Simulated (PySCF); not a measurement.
**A survey of ²⁹Si NMR shifts**

- geometry: GFN2-xTB
- shielding tensors at PBE0/pcSseg-1 (GIAO)
- code: PySCF
- non-relativistic Hamiltonian, a single conformation, rapidly exchanging positions averaged, no solvent

Shieldings were converted by a linear fit to measured shifts: ²⁹Si: δ = 279.94 − 0.822σ (rms 8.9 ppm, 72 shifts, 25.8 ppm with the 6 outliers that the fit left out vs TMS, solution or neat liquid). Occasional misses reach two or three times the rms, and more in compound classes unlike the fitted ones.

Q: Give the ²⁹Si shifts of `COC[C@@H]1C[C@]1([SiH3])C=O`.

A: 
```tsv
compound	environment	δ (ppm)
COC[C@@H]1C[C@]1([SiH3])C=O	silicon bonded to C, 3 H	-58.6
```

Q: Order these by ²⁹Si shift, lowest first.
A. C=CCCS[SiH2]Cl
B. CO[C@@H](CCl)[Si](Cl)(Cl)Cl
C. CC[C@@H]1C[C@@]1([SiH3])OC=O
D. CS[C@H]1C[Si@H](Cl)C1
E. CC(=O)[C@H](C)C(=O)C[SiH3]

A: C (-72.6 ppm, silicon bonded to C, 3 H), E (-62.9 ppm, silicon bonded to C, 3 H), A (-13.7 ppm, silicon bonded to Cl, S, 2 H), D (0.2 ppm, silicon bonded to 2 C, Cl, H, in a 4-membered ring), B (11.5 ppm, silicon bonded to C, 3 Cl).
